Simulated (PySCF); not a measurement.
CuI, singlet, geometry from GFN2-xTB (such geometries of metal compounds can be far from the true shape) (core potentials on I). Base run: R2SCAN/def2-SVP (PySCF).

Here is a job for PySCF.
```python
from pyscf import gto, scf, dft

mol = gto.Mole()
mol.atom = '''
    Cu   -0.00000000   -0.00000000   -1.55408011
    I     0.00000000    0.00000000    0.85034572
'''
mol.basis = 'def2-svp'
mol.ecp = {'I': 'def2-svp'}
mol.verbose = 4
mol.build()

mf = dft.RKS(mol)
mf.xc = 'r2scan'
mf.kernel()
```

Variants of this job, named by their change:

| change | ΔE vs base (µEh) | dipole (D) | outcome |
|---|---|---|---|
| base | 0.0 | 4.99 | converged |
| auxbasis = def2-tzvp-ri | - | - | input refused |
| auxbasis = cc-pvtz-ri | - | - | input refused |
| auxbasis = def2-universal-jkfit | -30.9 | 4.99 | converged |
| auxbasis = cc-pvtz-jkfit | - | - | input refused |
| auxbasis = even-tempered beta=2.0 | -141 | 4.99 | converged |
| auxbasis = def2-universal-jfit | -72.2 | 4.99 | converged |
| auxbasis = cc-pvdz-jkfit | - | - | input refused |
| auxbasis = def2-svp-ri | - | - | input refused |
| auxbasis = autoaux | -69.7 | 4.99 | converged |

A fitting set is made for a task (jfit for Coulomb, jkfit for Coulomb and exchange, ri for correlation) and for a family of orbital bases.

- auxbasis = def2-tzvp-ri: ended with `pyscf.lib.exceptions.BasisNotFoundError: Basis set not found for I in def2-tzvp-ri`
- auxbasis = cc-pvtz-ri: ended with `pyscf.lib.exceptions.BasisNotFoundError: Basis set not found for Cu in cc-pvtz-ri`
- auxbasis = cc-pvtz-jkfit: ended with `pyscf.lib.exceptions.BasisNotFoundError: Basis set not found for Cu in cc-pvtz-jkfit`
